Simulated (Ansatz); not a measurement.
The same path of C$_{2}$H$_{6}$BrGeN (11 atoms, charge 0, multiplicity 1) was run 3 times with different band settings. The coordinate that changes most is the dihedral H7–C1–C2–Ge4.

These are results of RKS revPBE-D4/def2-SVP (Ansatz), not measurements.

Relaxed end points:

```xyz
11
Properties=species:S:1:pos:R:3
C -1.016 0.397 -1.205
C 0.237 0.049 -0.430
N 0.221 -1.266 0.287
Ge 0.425 0.164 1.509
Br 2.590 0.492 2.317
H -1.019 1.464 -1.507
H -1.930 0.189 -0.615
H -1.070 -0.225 -2.126
H 1.179 0.324 -0.949
H 1.056 -1.836 0.090
H -0.608 0.190 2.650
```

```xyz
11
Properties=species:S:1:pos:R:3
C -1.022 0.711 -1.043
C 0.237 0.293 -0.314
N 0.518 -1.177 -0.280
Ge 0.290 -0.495 1.470
Br 2.261 -0.170 2.678
H -0.867 0.616 -2.142
H -1.284 1.766 -0.821
H -1.880 0.064 -0.776
H 1.104 0.965 -0.490
H 1.479 -1.405 -0.571
H -0.772 -1.226 2.312
```

Common settings: spring 5.0 eV/Å²; optimiser quadratic models (default); start path IDPP; end points relaxed.

| run | movable images | climbing image | force threshold | iteration limit |
| --- | --- | --- | --- | --- |
| 1 | 7 | yes | 0.03 eV/Å | 57 |
| 2 | 7 | yes | 0.2 eV/Å | 57 |
| 3 | 3 | no | 0.03 eV/Å | 60 |

Question: What does each run give, and how far can it be trusted?

Answer: Run 1: converged after 4 iterations, highest image 0.118 eV above the first end. A vibrational analysis at the climbing image gives one clearly imaginary mode, 218i cm⁻¹: a first-order saddle point.
Run 2: converged after 3 iterations, highest image 0.119 eV above the first end. The threshold of 0.2 eV/Å is loose, so the images may lie well off the minimum-energy path. Another band between the same ends (7 images) ends at a top of the same energy, where a vibrational analysis finds 1 clearly imaginary mode.
Run 3: converged after 3 iterations, highest image 0.119 eV above the first end. No image climbed, so the highest image needn't sit at the top of the path. So few images can step over the top or miss a turn of the path.
